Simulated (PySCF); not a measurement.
# Löwdin shares of the frontier orbitals

C4H6OS2.
Cartesian coordinates in Å at the GFN2-xTB level; atoms count from 1:
```
atom  x, y, z in Å
O1     1.9028   -0.1116    0.8013
C2     0.9011    0.6887    0.2374
C3    -0.0471   -0.1168   -0.6664
C4    -0.8833   -1.1629    0.0821
S5    -2.4462   -0.3127   -0.3499
C6    -1.2286    0.6799   -1.1301
S7    -1.3298    2.0170   -2.0242
H8     2.4996   -0.4166    0.1086
H9     0.3414    1.1031    1.0800
H10    1.3191    1.5211   -0.3434
H11    0.5269   -0.5337   -1.5012
H12   -0.7115   -1.1863    1.1553
H13   -0.8489   -2.1687   -0.3285
```

Theory: PySCF 2.14.0, density-fitted response routines, TDDFT B3LYP/def2-SVPD, vertical, gas phase, core orbitals frozen in the response.

Kohn–Sham orbitals with the atoms that hold most of them (Löwdin shares over 4%, at most four atoms; ? is withheld):

| orbital | ε (eV) | atoms |
| --- | --- | --- |
| LUMO+2 | -0.04 | O1 26%, H8 19%, H11 10%, C2 9% |
| LUMO+1 | -0.87 | S5 54%, C4 15%, C6 11% |
| LUMO | ? | ? |
| HOMO | -6.39 | ? |
| HOMO-1 | -6.99 | S5 41%, S7 34%, C6 15%, C4 6% |
| HOMO-2 | -8.26 | O1 52%, C2 13%, C3 10%, H10 6% |
| HOMO-3 | -9.21 | S5 27%, C6 18%, S7 13%, C3 12% |

Which atoms hold the HOMO, and with what shares?

S7 (bonded to C) 70%; C6 (bonded to C and 2 S) 13%; S5 (bonded to 2 C) 8%; C3 (bonded to 3 C and H) 5%. By element: sulfur 78%, carbon 18% or more.

Give the leading atoms of the LUMO.

C6 (bonded to C and 2 S) 36%; S7 (bonded to C) 35%; S5 (bonded to 2 C) 18%; C3 (bonded to 3 C and H) 5%. By element: sulfur 52%, carbon 41% or more.

What is the LUMO energy, and the HOMO–LUMO gap?

ε(LUMO) = -2.26 eV; the gap is 4.13 eV (0.1516 hartree).

How does S1 compare with the orbital gap of 4.13 eV?

S1 is at 2.80 eV (f = 0.0001), 1.32 eV below the gap, made of HOMO→LUMO (100%). 

Give energy, strength and leading configuration of S1, S3, S4 and S5, and follow the Löwdin shares of the leading atoms from the occupied to the empty orbital.

- S1 (2.80 eV, f 0.0001), HOMO→LUMO (100%): S7 70% → 35%, C6 13% → 36%; low, almost dark, from the terminal sulfur into the C=S bond, the pattern of n→π*
- S3 (4.74 eV, f 0.095), HOMO→LUMO+1 (73%): S7 70% → at most 4%, C6 13% → 11%, S5 8% → 54%, C4 at most 4% → 15%
- S4 (4.90 eV, f 0.0005), HOMO-1→LUMO+1 (97%): S5 41% → 54%, S7 34% → at most 4%, C4 6% → 15%
- S5 (5.20 eV, f 0.033), HOMO-2→LUMO (96%): O1 52% → at most 5%, C2 13% → at most 5%, C6 at most 6% → 36%, S7 at most 6% → 35%

One conformer stands for the species.
